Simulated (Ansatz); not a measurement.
Cost and result for the atomization energy of BH₆NO₂Si, SMILES `NB(O)O[SiH3]` (11 atoms, 10 bonds).

```xyz
11

N    -1.732   -0.354    1.101
B    -0.483    0.041    0.581
O     0.407    0.849    1.251
O    -0.117   -0.398   -0.665
Si    1.255   -0.113   -1.528
H    -2.345   -0.946    0.571
H    -2.089   -0.088    1.999
H     0.119    1.137    2.118
H     1.103   -0.840   -2.812
H     1.427    1.337   -1.801
H     2.454   -0.624   -0.814
```

Charge 0, multiplicity 1. The geometry is a stationary point of PBE0-D4/def2-TZVP. It is one conformer, not always the lowest. Program: Ansatz. All runs use 4 threads of an Intel Xeon Platinum 8375C on a shared host. Times are those of one run each, without the atoms' runs, and a repeat can differ threefold. Electronic energies, without spin–orbit coupling; frozen cores. CCSD(T)/CBS adds CCSD(T) − MP2 in def2-TZVPP to the MP2 limit, and its time is that of the two runs behind it. T1 = 0.011. B3LYP takes the VWN-RPA correlation (the form of Gaussian; ORCA's B3LYP/G). HSE06 is the plane-wave form, built on full-range PBE exchange.

CCSD(T)/CBS is a level of theory with its own doubt, some kJ/mol a heavy atom from the limit and from the frozen cores, so smaller differences don't rank the functionals.

```json
{"level": "revPBE-D4/def2-TZVPP", "functions": "250", "wall time": "1.9 s", "atomization (kcal/mol)": "1006.6", "difference from CCSD(T)/CBS": "-17.1", "per bond": "-1.7"}
{"level": "BLYP-D4/def2-TZVPP", "functions": "250", "wall time": "2 s", "atomization (kcal/mol)": "1023.2", "difference from CCSD(T)/CBS": "-0.5", "per bond": "0.0"}
{"level": "BHLYP-D4/def2-TZVPP", "functions": "250", "wall time": "2.8 s", "atomization (kcal/mol)": "994.4", "difference from CCSD(T)/CBS": "-29.3", "per bond": "-2.9"}
{"level": "HSE06-D4/def2-TZVPP", "functions": "250", "wall time": "3.5 s", "atomization (kcal/mol)": "1015.4", "difference from CCSD(T)/CBS": "-8.3", "per bond": "-0.8"}
{"level": "r2SCAN-D4/def2-TZVPP (with forces)", "functions": "250", "wall time": "4.4 s", "atomization (kcal/mol)": "1023.0", "difference from CCSD(T)/CBS": "-0.7", "per bond": "-0.1"}
{"level": "B3LYP-D4/def2-TZVPP (with forces)", "functions": "250", "wall time": "4.5 s", "atomization (kcal/mol)": "1023.8", "difference from CCSD(T)/CBS": "0.1", "per bond": "0.0"}
{"level": "CCSD(T)/def2-SVP", "functions": "104", "wall time": "4.7 s", "atomization (kcal/mol)": "957.8", "difference from CCSD(T)/CBS": "-65.9", "per bond": "-6.6"}
{"level": "B2PLYP/def2-TZVPP", "functions": "250", "wall time": "6 s", "atomization (kcal/mol)": "1014.1", "difference from CCSD(T)/CBS": "-9.6", "per bond": "-1.0"}
{"level": "ωB97X-V/def2-TZVPP", "functions": "250", "wall time": "7 s", "atomization (kcal/mol)": "1025.5", "difference from CCSD(T)/CBS": "1.8", "per bond": "0.2"}
{"level": "ωB97M-V/def2-TZVPP (with forces)", "functions": "250", "wall time": "8.5 s", "atomization (kcal/mol)": "1027.5", "difference from CCSD(T)/CBS": "3.8", "per bond": "0.4"}
{"level": "MP2/def2-QZVPP", "functions": "478", "wall time": "24 s", "atomization (kcal/mol)": "1032.5", "difference from CCSD(T)/CBS": "8.8", "per bond": "0.9"}
{"level": "CCSD(T)/def2-TZVPP", "functions": "250", "wall time": "120 s", "atomization (kcal/mol)": "994.3", "difference from CCSD(T)/CBS": "-29.4", "per bond": "-2.9"}
{"level": "CCSD(T)/CBS(def2)", "functions": "–", "wall time": "2.3 min", "atomization (kcal/mol)": "1023.7", "difference from CCSD(T)/CBS": "0.0", "per bond": "0.0"}
```

Leaving LDA and LC-ωPBE aside and taking each functional with its dispersion term where it has one, the values, not all of them listed here, spread over 39.3 kcal/mol, from BHLYP-D4 to PBE-D4. LDA lies +135.6 kcal/mol from PBE without D4, its usual overbinding. The D4 term adds +7.5 kcal/mol with B3LYP and +3.9 kcal/mol with PBE0; it sums over pairs of atoms, weighted by their polarisabilities, and B3LYP, whose exchange is more repulsive, gets the larger term. From r2SCAN to r2SCAN0 (25 % exact exchange), in def2-TZVPP and without D4, the atomization energy moves by −17.8 kcal/mol: exact exchange takes away binding that semilocal exchange gives to molecules.
